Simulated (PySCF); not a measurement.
**F²⁺ (fluorine, charge +2): r2SCAN calculation**

Configuration: [He] 2s2 2p3, high-spin 4S determinant. Calculation: PySCF 2.14, in aug-cc-pVDZ-DK (4s3p2d, 23 functions); the spin-free X2C one-electron Hamiltonian (Gaussian nucleus).

```
Total energy                        : -97.8474 hartree
One-electron energy                 : -126.1761 hartree
Hartree (Coulomb) energy            : 37.7114 hartree
Exchange-correlation energy         : -9.3827 hartree
⟨S²⟩                                : 3.7524
⟨L²⟩                                : 0.000
Sum of ⟨r⟩                          : 4.854 bohr
Sum of ⟨r²⟩                         : 5.080 bohr²
Langevin diamagnetic susceptibility : -4.02 ×10⁻⁶ cm³/mol
Time after the integrals            : 0.17 s of wall time on 1 thread of Neoverse-V2 (shared host)
```

```json
{"shell": "1s α", "electrons": "1", "mean orbital energy (hartree)": "-26.37632", "rms radius, mean of both spins (bohr)": "0.204"}
{"shell": "1s β", "electrons": "1", "mean orbital energy (hartree)": "-26.24204", "rms radius, mean of both spins (bohr)": "0.204"}
{"shell": "2s α", "electrons": "1", "mean orbital energy (hartree)": "-2.68438", "rms radius, mean of both spins (bohr)": "1.02"}
{"shell": "2s β", "electrons": "1", "mean orbital energy (hartree)": "-2.33613", "rms radius, mean of both spins (bohr)": "1.02"}
{"shell": "2p α", "electrons": "3", "mean orbital energy (hartree)": "-1.93947", "rms radius, mean of both spins (bohr)": "0.988"}
```
